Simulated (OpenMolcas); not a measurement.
V2+ among 6 point charges of -1 e arranged as a trigonal antiprism (D3d), 1.82 Å from the ion, with a polar angle of 51.5° against the regular 54.74°. The active orbitals were held to one l.

```json
{"Program": "OpenMolcas", "Method": "CASSCF", "Basis": "ANO-RCC-VTZP [6s5p3d2f1g]", "Scalar Hamiltonian": "DKH2, point nucleus", "Active space": "3 electrons in 5 orbitals (3d)", "State averaging": "2S+1 = 4 even, 10 roots; 2S+1 = 2 even, 40 roots", "Spin-orbit coupling": "RASSI with atomic mean-field integrals over the reference wave functions"}
```

**Question.** What is the spin-free ground state (labels of D3, the rotations of D3d)?

**Answer.** 4A2, 1-fold in its orbital part, 99 % from free-ion F terms; it has the highest spin that d3 allows.

**Question.** Where is the first state of the same spin?

**Answer.** 4E at 5920 cm-1 above the ground state.

**Question.** What are the lowest two levels with spin-orbit coupling?

**Answer.** A 2-fold level E1/2 with g = 1.95, 3.83, 3.83, then a 2-fold level E3/2 2.8 cm-1 above it. Their leading multiplicities are 4 (100 %) and 4 (100 %).

**Question.** What is χT at 300 K, and how does it compare with the textbook value?

**Answer.** The lowest level has 2S+1 = 4, for which the spin-only value is χT = S(S+1) / 2 = 1.875 cm3 K/mol (g = 2). The computed 1.837 at 300 K differs by -0.038, through orbital momentum, spin-orbit coupling and any other state in reach.

Without dynamic correlation the repulsion within the d shell is too large (B by tens of per cent), so at a given field states of lower spin stand too high. Point charges carry no covalency, so the field is a model and not that of real ligands. No measured value stands beside these numbers.
